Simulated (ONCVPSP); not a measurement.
# What one change does to a pseudopotential (W (Z = 74), ONCV)

W, optimised norm-conserving Vanderbilt (ONCV), made with ONCVPSP 4.0.1 (PW91, fully relativistic). Core [Kr] 4d10 4f14, reference 5s2 5p6 5d4 6s2. Waves: 5s+6s: rc 1.75 bohr, ncon 5, nbas 10, qcut 6.4 1/bohr, 2 projectors; 5p: rc 1.70 bohr, ncon 5, nbas 9, qcut 8.7 1/bohr, 2 projectors, debl 1.8 Ha; 5d: rc 2.65 bohr, ncon 4, nbas 8, qcut 6.2 1/bohr, 2 projectors, debl 3.2 Ha. Local part: polynomial inside 1.65 bohr (lpopt 5, dvloc0 3 Ha). Core correction: Teter function, fcfact 2, rcfact 1.1.

Open shells are filled in proportion to 2j + 1.

Change: p: qcut 6.7.

Cutoffs: the cutoffs (Ha) at which the residual kinetic energy of the hardest occupied pseudo-wave falls to 1 and 0.1 mHa per electron; they do not see the model core or the augmentation charge, which bear on the density cutoff. Errors are all-electron minus pseudo energies relative to the spin-unpolarised reference configuration.

What does the change do?

The potential gets neither clearly harder nor softer (27 Ha and 32 Ha → 19 Ha and 54 Ha); the bound ghost in p disappears; of the 3 tests that both files solve, the error grows in 1 and shrinks in 0 by more than 15 % and 0.3 meV (median size 3.3 → 3.5 meV); the range in which the p1/2 phases agree widens (upper end 2.4 → at the end of the scan).

| quantity | base | changed |
| --- | --- | --- |
| cutoff, loose | 27 Ha | 19 Ha |
| cutoff, tight | 32 Ha | 54 Ha |
| loose cutoff by channel | s 17 Ha, p 27 Ha, d 12 Ha | s 17 Ha, p 19 Ha, d 12 Ha |
| bound ghosts | p1/2 | none |
| GHOST(+) flags under 300 eV | none | none |
| tests with a reliable result | 3 of 4 | 3 of 4 |
| error for 5s2 5p6 5d4 6s1, meV [ΔE 8.95 eV] | +0.6 | +0.6 |
| error for 5s2 5p6 5d4 6s0, meV [ΔE 24.70 eV] | +3.3 | +3.5 |
| error for 5s2 5p6 5d3 6s0, meV [ΔE 50.15 eV] | +5.1 | +5.9 |
| s: phases at 1.77 bohr within 0.05 rad from the reference energy up to (Ha; the scan ends near 5) | to the end of the scan | to the end of the scan |
| p3/2: phases at 1.72 bohr within 0.05 rad from the reference energy up to (Ha; the scan ends near 5) | to the end of the scan | to the end of the scan |
| p1/2: phases at 1.72 bohr within 0.05 rad from the reference energy up to (Ha; the scan ends near 5) | 2.4 | to the end of the scan |
| d5/2: phases at 2.70 bohr within 0.05 rad from the reference energy up to (Ha; the scan ends near 5) | to the end of the scan | to the end of the scan |
| d3/2: phases at 2.70 bohr within 0.05 rad from the reference energy up to (Ha; the scan ends near 5) | 4.9 | 4.9 |
| rms error of d²Exc/dni dnj with the model core, mHa | 6.81 | 6.82 |

 A true bound ghost makes a file unfit for plane-wave use even where its test errors are small: the radial tests pick states by their node count and pass the ghost by.
